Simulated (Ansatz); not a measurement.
From Si to Sn: the dipole moment

One atom is swapped for its congeners: C2H7NSi `CC[Si]N`; C2H7GeN `C[CH2][Ge][NH2]`; C2H7NSn `C[CH2][Sn][NH2]`. All are singlets with charge 0.

Shapes, held fixed at every level: PBE0-D4/def2-TZVP. Flexible molecules stand in one conformer, not always the lowest. Programs: Ansatz 0.2.0. Values in D.

Q: How should the dipole moment change along the series?

A: At wB97M-V/def2-TZVPP the dipole moment falls at every step, from 1.82 to 0.56 D. Every level shows the same order. For atoms past krypton def2 sets carry core potentials with scalar relativity. Relativity is left out for Ge unless named. Magnitudes only: a dipole under 1 D may point either way.

```json
{"level": "PBE-D4/def2-TZVPP", "C2H7NSi": "2.01", "C2H7GeN": "1.47", "C2H7NSn": "0.78"}
{"level": "r2SCAN-D4/def2-TZVPP", "C2H7NSi": "2.09", "C2H7GeN": "1.52", "C2H7NSn": "0.77"}
{"level": "B3LYP-D4/def2-TZVPP", "C2H7NSi": "1.88", "C2H7GeN": "1.32", "C2H7NSn": "0.59"}
{"level": "wB97M-V/def2-TZVPP", "C2H7NSi": "1.82", "C2H7GeN": "1.30", "C2H7NSn": "0.56"}
```
